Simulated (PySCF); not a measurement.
3,6-dihydro-2H-pyran (C₅H₈O), SMILES C1=CCOCC1. Geometry optimised at PBE-D3(BJ)/def2-SVP. The values are those of a single conformer.

Problem. Give the equilibrium geometry at PBE-D3(BJ)/def2-SVP (PySCF confirms it by a frequency run) as Cartesian coordinates in Å. (Estimate from the structure and the level; the computed values follow.)

Solution. Several could match; the one computed here: 
```xyz
14

C      0.1393     1.4178    -0.3030
C      1.2526     0.6664    -0.1975
C      1.1869    -0.8189     0.0392
O     -0.1135    -1.3611    -0.0889
C     -1.1006    -0.5614     0.5440
C     -1.2272     0.8058    -0.1350
H      0.2150     2.4993    -0.5043
H      2.2553     1.1188    -0.2783
H      1.6221    -1.0537     1.0488
H      1.8222    -1.3543    -0.7001
H     -2.0485    -1.1333     0.4893
H     -0.8533    -0.4155     1.6260
H     -1.8827     1.4713     0.4685
H     -1.7273     0.6981    -1.1245
```
Charge 0, spin multiplicity 1.
